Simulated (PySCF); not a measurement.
**Basis-set dependence of population analyses: `Cl[Si](Cl)(Cl)Cl`**

Species: SiCl4.
Geometry (PBE0-D3(BJ)/def2-SVP, Å), atoms numbered from 1 in this order:
```
atom  x, y, z in Å
Cl1   -1.175   -1.184   -1.167
Si2    0.003    0.001   -0.007
Cl3   -0.741    1.894    0.005
Cl4    0.035   -0.727    1.892
Cl5    1.894    0.021   -0.758
```

PBE0 throughout (PySCF), one geometry, spherical d and f functions. Geometry: PBE0-D3(BJ)/def2-SVP; no solvent, vibrations or thermal averaging. Atoms taken as equivalent share a column and are averaged.

Mulliken charges (e):

```json
{"basis": "pcSseg-0", "functions": "65", "Cl1/Cl3/Cl4/Cl5": "-0.261", "Si2": "+1.043"}
{"basis": "cc-pVDZ", "functions": "90", "Cl1/Cl3/Cl4/Cl5": "-0.143", "Si2": "+0.572"}
{"basis": "pcSseg-1", "functions": "120", "Cl1/Cl3/Cl4/Cl5": "-0.236", "Si2": "+0.943"}
{"basis": "aug-cc-pVDZ", "functions": "135", "Cl1/Cl3/Cl4/Cl5": "-0.306", "Si2": "+1.224"}
{"basis": "cc-pVTZ", "functions": "170", "Cl1/Cl3/Cl4/Cl5": "-0.145", "Si2": "+0.581"}
{"basis": "IGLO-III", "functions": "220", "Cl1/Cl3/Cl4/Cl5": "-0.306", "Si2": "+1.225"}
```

IAO charges (e):

```
      basis  functions  Cl1/Cl3/Cl4/Cl5     Si2
   pcSseg-0         65           -0.210  +0.840
    cc-pVDZ         90           -0.259  +1.034
   pcSseg-1        120           -0.260  +1.040
aug-cc-pVDZ        135           -0.261  +1.045
    cc-pVTZ        170           -0.270  +1.078
   IGLO-III        220           -0.265  +1.061
```

Hirshfeld charges (e):

```csv
basis,functions,Cl1/Cl3/Cl4/Cl5,Si2
pcSseg-0,65,-0.095,+0.378
cc-pVDZ,90,-0.085,+0.342
pcSseg-1,120,-0.090,+0.359
aug-cc-pVDZ,135,-0.086,+0.343
cc-pVTZ,170,-0.084,+0.335
IGLO-III,220,-0.079,+0.318
```

ESP-fitted charges (e):

| basis | functions | Cl1/Cl3/Cl4/Cl5 | Si2 |
| --- | --- | --- | --- |
| pcSseg-0 | 65 | -0.184 | +0.735 |
| cc-pVDZ | 90 | +0.004 | -0.018 |
| pcSseg-1 | 120 | -0.022 | +0.089 |
| aug-cc-pVDZ | 135 | +0.033 | -0.133 |
| cc-pVTZ | 170 | +0.023 | -0.093 |
| IGLO-III | 220 | +0.080 | -0.318 |

Problem. Which scheme is steadiest as the basis changes?

Solution. Largest range over the bases for any column: Hirshfeld 0.06 e, IAO 0.24 e, Mulliken 0.65 e, ESP-fitted 1.05 e. Hirshfeld charges move least and ESP-fitted charges most, counted in e.

Problem. How much do the charges still move between the two largest bases, cc-pVTZ and IGLO-III?

Solution. At most, over all atoms: Mulliken 0.644 e, IAO 0.017 e, Hirshfeld 0.017 e, ESP-fitted 0.226 e.

Problem. What do the same runs give for the total energy and the frontier levels?

Solution. 
```json
{"basis": "pcSseg-0", "energy (Eh)": "-2127.2688", "HOMO (eV)": "-10.21", "LUMO (eV)": "-1.81"}
{"basis": "cc-pVDZ", "energy (Eh)": "-2129.7868", "HOMO (eV)": "-9.53", "LUMO (eV)": "-0.74"}
{"basis": "pcSseg-1", "energy (Eh)": "-2129.6838", "HOMO (eV)": "-9.76", "LUMO (eV)": "-0.89"}
{"basis": "aug-cc-pVDZ", "energy (Eh)": "-2129.7976", "HOMO (eV)": "-9.60", "LUMO (eV)": "-1.12"}
{"basis": "cc-pVTZ", "energy (Eh)": "-2129.8756", "HOMO (eV)": "-9.57", "LUMO (eV)": "-0.77"}
{"basis": "IGLO-III", "energy (Eh)": "-2129.8174", "HOMO (eV)": "-9.43", "LUMO (eV)": "-0.69"}
```
